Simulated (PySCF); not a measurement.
F4Si, SMILES F[Si-](F)(F)F (connectivity only; charge and spin as stated), charge -1, multiplicity 2. Atoms are numbered in the order given.

```xyz
5

Si     0.0000     0.0000     0.3022
F      1.3164     0.0000    -0.7235
F     -1.3164     0.0000    -0.7235
F      0.0000     1.7050     0.4884
F      0.0000    -1.7050     0.4884
```
Charge -1, spin multiplicity 2.

The structure is a stationary point at PBE0-D3(BJ)/def2-SVPD.

All values below come from PBE/def2-SVPD (PySCF).

Isolated molecule, no solvent. A positive occupied level means that this level leaves the electron formally unbound; only the finite basis holds it.

```json
{
  "total_energy": "-688.23350 hartree",
  "point_group": "C2v",
  "α spin, highest occupied and lowest empty level": "0.76 and 4.70 eV",
  "β spin, highest occupied and lowest empty level": "-3.44 and 2.31 eV",
  "dipole_moment_about_the_centre_of_nuclear_charge": "0.12 D",
  "mean_static_polarisability": "45.8 bohr³ (6.79 Å³)",
  "polarisability_principal_values": "43.4, 46.1, 47.9 bohr³",
  "⟨S²⟩": "0.752 (pure state 0.75)"
}
```
